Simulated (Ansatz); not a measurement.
C2H6Cl2Si can be A, `[SiH3]CC(Cl)Cl`, or B, `C[Si](C)(Cl)Cl`.

Program: Ansatz. Geometries: PBE0-D4/def2-TZVP. ΔE: electronic, gas phase. CCSD(T)/CBS adds triple-zeta CCSD(T) − MP2 to the extrapolated MP2 energy (def2 sets, frozen cores). DFT in def2-TZVPP. Each species was taken in one conformer, which may not be the lowest.

**Question.** Which is lower in electronic energy at CCSD(T)/CBS, and by how much? (Best estimate.)

**Answer.** The calculation gave: B, by 94.0 kcal/mol.

**Question.** Give E(B) − E(A) in kcal/mol with CCSD(T)/def2-TZVPP, B2PLYP, PBE-D4, ωB97M-V, HF/def2-TZVPP, MP2/def2-TZVPP, r2SCAN-D4. (An estimate is asked.)

**Answer.** Computed: CCSD(T)/def2-TZVPP -92.7, B2PLYP -94.1, PBE-D4 -90.9, ωB97M-V -95.1, HF/def2-TZVPP -96.9, MP2/def2-TZVPP -95.5, r2SCAN-D4 -95.9. None reverses the order clearly.

Largest T1 diagnostic: 0.010.

From PBE to PBE0 (25 % exact exchange), in def2-TZVPP and without D4, E(B) − E(A) moves by −3.0 kcal/mol. In def2-TZVPP, CCSD(T) changes the Hartree–Fock value by +4.2 kcal/mol (the triples alone add +1.1 kcal/mol) and MP2 by +1.4 kcal/mol.
